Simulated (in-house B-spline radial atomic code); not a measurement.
Values are calculated unless marked as measured or tabulated.
**Making a Troullier-Martins s channel for N, r_c = 0.76 bohr**

N, [He] 2s2 2p3, non-relativistic LDA (VWN5), spherical and spin-unpolarised, from a B-spline radial code for spherical atoms (atomic units). The all-electron 2s level is ε = -0.676151 hartree, its outermost node lies just inside 0.33 bohr and its outer maximum at 1.02 bohr.

Inside r_c the pseudo-orbital is u(r) = r^1 exp(p(r)), with p = c0 + c2 r² + c4 r⁴ + … + c12 r¹². The seven coefficients follow from p and its first four derivatives at r_c, from zero curvature of the screened potential at the origin, c4 = −c2²/(2l + 5), and from the norm inside r_c. At r_c the all-electron orbital has P = 0.7996261, P' = 0.786798, the screened potential V = -3.234186, V' = 7.615774, V'' = -24.12361, and the norm inside is Q = 0.1480614.

Problem. What are p, p' and p'' at r_c?

Solution. p = ln(P/r_c^1) = ln(0.7996261/0.76) = 0.05083. p' = P'/P − 1/r_c = 0.98396 − 1.31579 = -0.33183. The radial equation gives p'' = 2(V − ε) − 2(1) p'/r_c − p'² = -5.11607 − (-0.87324) − 0.11011 = -4.35294. Differentiating, p''' = 2V' + 2(1)p'/r_c² − 2(1)p''/r_c − 2p'p'' = 22.649, and p'''' = 2V'' − 4(1)p'/r_c³ + 4(1)p''/r_c² − 2(1)p'''/r_c − 2p''² − 2p'p''' = -157.84.

For a trial c2 the five matching conditions are linear in c0, c6, c8, c10 and c12, and c2 is varied until the norm inside r_c equals Q. The root nearest zero gives:

```json
{"n": "0", "c_n": "-0.2388663"}
{"n": "2", "c_n": "0.8777108"}
{"n": "4", "c_n": "-0.1540752"}
{"n": "6", "c_n": "3.690786"}
{"n": "8", "c_n": "-19.78177"}
{"n": "10", "c_n": "28.07557"}
{"n": "12", "c_n": "-12.93323"}
```

Problem. Check c4 and p(r_c), and find the screened pseudopotential at the origin.

Solution. −c2²/5 = -0.154075, as listed. The terms c_n r_c^n are -0.23887, 0.50697, -0.05140, 0.71121, -2.20178, 1.80495, -0.48025, which sum to 0.05083. Inverting the radial equation, V_l(r) = ε + 1 p'/r + (p'' + p'²)/2, so V_l(0) = ε + (2l + 3) c2 = -0.676151 + 3 × (0.877711) = 1.9570 hartree, finite where the all-electron potential diverges.

Orbitals and screened potentials:

```csv
r (bohr),P,u,V all-electron,V pseudo
0.076,-0.3522,0.06016,-79.59,1.959
0.19,-0.3147,0.1544,-26.08,2.027
0.304,-0.04398,0.2597,-13.79,2.167
0.418,0.2518,0.384,-8.611,1.787
0.532,0.4998,0.5311,-5.901,-0.1053
0.646,0.6814,0.6831,-4.289,-2.845
0.76,0.7996,0.7996,-3.234,-3.234
```

Logarithmic derivatives P'/P at R = 1.06 bohr, for energies E around ε:

```json
{"E − ε (hartree)": "-0.5", "all-electron": "0.341415", "pseudo": "0.340513"}
{"E − ε (hartree)": "-0.25", "all-electron": "0.131143", "pseudo": "0.130887"}
{"E − ε (hartree)": "-0.1", "all-electron": "-0.00298771", "pseudo": "-0.00303194"}
{"E − ε (hartree)": "0", "all-electron": "-0.0960764", "pseudo": "-0.0960763"}
{"E − ε (hartree)": "0.1", "all-electron": "-0.19232", "pseudo": "-0.19237"}
{"E − ε (hartree)": "0.25", "all-electron": "-0.343063", "pseudo": "-0.343399"}
{"E − ε (hartree)": "0.5", "all-electron": "-0.613315", "pseudo": "-0.614874"}
```

Problem. With P(R) = 0.8878202 and a norm of 0.3729604 inside R, what slope in energy does norm conservation fix?

Solution. d(P'/P)/dE = −2 × (norm inside R)/P(R)² = -0.9463 per hartree·bohr at E = ε, for both atoms, since orbital and norm agree at R. Differences over ±0.1 hartree give -0.9467 (all-electron) and -0.9467 (pseudo), which also hold third-order terms. Half a hartree below ε the two curves differ by -0.0009.
